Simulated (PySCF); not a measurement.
FH₆NOSi₂, SMILES N[Si@@H](O)[SiH2]F. The structure is a stationary point at PBE-D3(BJ)/def2-SVP. The structure was generated by enumeration; whether it is a known compound was not checked. The values are those of a single conformer.

Give the equilibrium geometry at PBE-D3(BJ)/def2-SVP (PySCF confirms it by a frequency run) as Cartesian coordinates in Å. (The exact figures need the calculation; the answer reports its results.)

Several could match; the one computed here: 
```xyz
11

N     -1.6743    -1.1188     1.0385
Si    -1.0205     0.1521     0.0529
O     -0.5021     1.5787     0.8017
Si     1.0051    -0.6002    -0.8896
F      2.0836     0.4957    -0.2439
H     -1.0823    -1.5937     1.7249
H     -2.6326    -1.0384     1.3901
H     -2.1240     0.5172    -0.8928
H      0.4736     1.6246     0.8406
H      1.4479    -1.9710    -0.4477
H      1.1169    -0.5251    -2.3889
```
